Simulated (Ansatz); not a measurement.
Compare A (`C[SiH2]C(Cl)Cl`) with its isomer B (`CC([SiH3])(Cl)Cl`).

Computed with Ansatz on PBE0-D4/def2-TZVP structures; ΔE is electronic, products minus reactants. CCSD(T)/CBS adds triple-zeta CCSD(T) − MP2 to the extrapolated MP2 energy (def2 sets, frozen cores). Functionals use def2-TZVPP. B3LYP here is the variant with VWN-RPA as its local correlation; programs differ in this. Each species was taken in one conformer, which may not be the lowest.

A:

Z-matrix (Å, degrees):
```
C
Si 1 1.859
H 1 1.092 2 110.6
H 1 1.092 2 110.6 3 -120.2
H 1 1.092 2 110.4 3 119.9
C 2 1.903 1 109.9 3 60.1
H 2 1.487 1 112.2 3 -58.2
H 2 1.487 1 112.2 3 178.3
Cl 6 1.778 2 109.8 1 61.3
Cl 6 1.778 2 109.8 1 -61.3
H 6 1.088 2 113.3 1 -180.0
```

B:

```xyz
11

C     1.1329   -0.3974    0.7876
C     0.3333    0.5146   -0.1111
Si   -1.3774   -0.1516   -0.6131
Cl    0.0600    2.0783    0.7200
Cl    1.2444    0.8045   -1.6265
H     1.3058   -1.3518    0.2861
H     2.0973    0.0527    1.0300
H     0.5846   -0.5760    1.7148
H    -1.1785   -1.4383   -1.3272
H    -2.0380    0.8430   -1.4864
H    -2.1644   -0.3781    0.6258
```

Task: Which is lower in electronic energy at CCSD(T)/CBS, and by how much? (Best estimate.)

Result: Ansatz gave: A, by 32.9 kJ/mol.

Task: Give E(B) − E(A) in kJ/mol with MP2/def2-TZVPP, PBE-D4, PBE0-D4, r2SCAN-D4, HF/def2-TZVPP, B3LYP-D4, CCSD(T)/def2-TZVPP. (Estimate.)

Result: Ansatz gave: MP2/def2-TZVPP 30.7, PBE-D4 36.0, PBE0-D4 37.0, r2SCAN-D4 36.7, HF/def2-TZVPP 37.3, B3LYP-D4 36.1, CCSD(T)/def2-TZVPP 32.2. None reverses the order clearly.

Largest T1 diagnostic: 0.010.

In def2-TZVPP, CCSD(T) changes the Hartree–Fock value by −5.1 kJ/mol (the triples alone add −1.8 kJ/mol) and MP2 by −6.7 kJ/mol.
